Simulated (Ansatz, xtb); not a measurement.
Two isomers of C5H7NS

We compare X, `N[C@@H]1C=CC=C1S`, a singlet, with Y, `NC1=C(S)CC=C1`, a singlet. Both are isolated molecules in the gas phase, relaxed with PBE-D3(BJ)/def2-SVP; the shapes shown needn't be the lowest conformers.

X (Å):

```yaml
atoms:
  - { symbol: C, position_ang: [-0.4565, -1.7885, -0.7475] }
  - { symbol: C, position_ang: [0.3616, -2.4374, 0.3534] }
  - { symbol: C, position_ang: [1.1826, -1.4948, 0.8938] }
  - { symbol: C, position_ang: [0.9267, -0.1793, 0.2923] }
  - { symbol: C, position_ang: [-0.0662, -0.3122, -0.6383] }
  - { symbol: N, position_ang: [-1.9019, -1.9703, -0.8280] }
  - { symbol: S, position_ang: [-0.8851, 0.8652, -1.6322] }
  - { symbol: H, position_ang: [-2.3191, -1.8501, 0.1043] }
  - { symbol: H, position_ang: [-2.1416, -2.9162, -1.1461] }
  - { symbol: H, position_ang: [-0.0245, -2.1360, -1.7174] }
  - { symbol: H, position_ang: [0.3251, -3.5086, 0.5931] }
  - { symbol: H, position_ang: [1.9371, -1.6697, 1.6751] }
  - { symbol: H, position_ang: [1.4352, 0.7518, 0.5741] }
  - { symbol: H, position_ang: [-1.9193, -0.0283, -1.8368] }
```

Y (Å):

```xyz
14

C    -0.6428   -0.6980   -0.6739
C    -0.2658   -1.2455    0.5398
C     0.1821   -2.6666    0.3190
C     0.0582   -2.8463   -1.1683
C    -0.4283   -1.7045   -1.7257
N    -1.1893    0.5427   -0.8965
S    -0.4368   -0.4252    2.0891
H    -1.1078    1.1866   -0.1037
H    -1.0341    0.9658   -1.8112
H     0.8787   -0.1066    2.3236
H     1.2226   -2.8554    0.6735
H    -0.4534   -3.4001    0.8683
H     0.3239   -3.7683   -1.7030
H    -0.6402   -1.5361   -2.7920
```

**Question.** Estimate which is lower in electronic energy at CCSD(T)/def2-SVP + ΔMP2/def2-TZVPP, and by roughly how much.

**Answer.** The CCSD(T)/def2-SVP + ΔMP2/def2-TZVPP calculation puts structure Y lower, by 32.4 kJ/mol.

How the difference moves with the method:

```
                             level             geometry  E(Y) − E(X) (kJ/mol)  departure from the last row (kJ/mol)  job, with rough time for the two
               PBE-D3(BJ)/def2-SVP  PBE-D3(BJ)/def2-SVP                   −39.4                                  −6.9                optimisation, 60 s
                       HF/def2-SVP  PBE-D3(BJ)/def2-SVP                   −49.6                                 −17.2           part of the CCSD(T) run
                      MP2/def2-SVP  PBE-D3(BJ)/def2-SVP                   −33.9                                  −1.5           part of the CCSD(T) run
                  CCSD(T)/def2-SVP  PBE-D3(BJ)/def2-SVP                   −31.9                                  +0.5                      single point
CCSD(T)/def2-SVP + ΔMP2/def2-TZVPP  PBE-D3(BJ)/def2-SVP                   −32.4                                                   single point, 2.8 min
```

As drawn, both hold the same kinds of bond in the same numbers.

The levels shown agree on the order. The largest departure from CCSD(T)/def2-SVP + ΔMP2/def2-TZVPP is that of HF/def2-SVP, 17.2 kJ/mol. No reliable frequencies are at hand for Y, so it isn't confirmed as a minimum. Levels run at GFN2-xTB geometries aren't shown. The last row adds to CCSD(T) the change of the MP2 difference between the two basis sets, here −0.5 kJ/mol.

The correlated steps freeze 11 core orbitals. Codes used: Ansatz 0.2.0, xtb 6.7.1; the last row on 2 threads of Arm Neoverse V1 on a shared host.
